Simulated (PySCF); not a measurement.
## How methods differ on the electron affinity of Te

Te⁻ [Kr] 4d10 5s2 5p5 (2P) → Te [Kr] 4d10 5s2 5p4 (3P), as a difference of total energies. Computed with PySCF 2.14 in def2-QZVPPD with the def2 core potential (28 electrons) (8s7p5d4f1g, 91 functions), with a scalar-relativistic core potential. Correlated levels: valence: 4s2 4p6 4d10 frozen. The calculations carry no spin-orbit coupling.

```
           method  electron affinity (eV)
              UHF                   1.053
    MP2 (valence)                   1.902
SCS-MP2 (valence)                   1.914
   CCSD (valence)                   1.909
CCSD(T) (valence)                   1.976
```

Problem. How much does correlation contribute at CCSD(T) (valence)?

Solution. 1.976 − (1.053) = 0.923 eV, measured against UHF.

The reference lies between the lowest fine-structure levels, while these numbers refer to the centres of the terms.

Errors of the correlated levels include the incompleteness of this basis and the frozen core.

For comparison: 1.971 eV (measured; photodetachment measurements, as compiled on the Wikipedia data page of electron affinities).
